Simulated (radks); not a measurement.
Results of a calculation; reference values are marked as such.
Ionisation of neutral osmium, [Xe] 4f14 5d6 6s2, to [Xe] 4f14 5d6 6s1 as the strength of local exchange is varied. Level of theory: scalar-relativistic Kohn-Sham, Slater X-alpha exchange (alpha = 2/3 is LDA exchange), no correlation, spin-polarised, spherical densities, point nucleus; open shells are filled with parallel spins first (spin-orbit coupling, left out, can overturn this in heavy ions) (a radial shooting solver on a logarithmic mesh with Libxc functionals).

| alpha | E(Os) (hartree) | exchange (hartree) | IE (eV) | -e of the level emptied (eV) | <r> of it (bohr) |
|---|---|---|---|---|---|
| 0.553 | -17181.4067 | -264.9339 | 6.814 | 3.889 (6s) | 3.259 |
| 0.619 | -17213.2227 | -297.1463 | 7.123 | 4.207 (6s) | 3.220 |
| 0.667 | -17236.4015 | -320.6525 | 7.354 | 4.447 (6s) | 3.191 |
| 0.792 | -17296.9206 | -382.1779 | 7.986 | 5.112 (6s) | 3.115 |
| 0.822 | -17311.4790 | -397.0108 | 8.144 | 5.279 (6s) | 3.097 |
| 0.921 | -17359.6145 | -446.1428 | 8.679 | 5.852 (6s) | 3.037 |
| 1.01 | -17403.0094 | -490.5517 | 9.180 | 6.393 (6s) | 2.985 |

NIST Atomic Spectra Database: 8.438 eV (measured). The Delta-SCF value meets it near alpha = 0.88. Open shells are spherical and high-spin; term and fine-structure splittings are not resolved. Spin-orbit splitting is averaged out at the scalar-relativistic level.
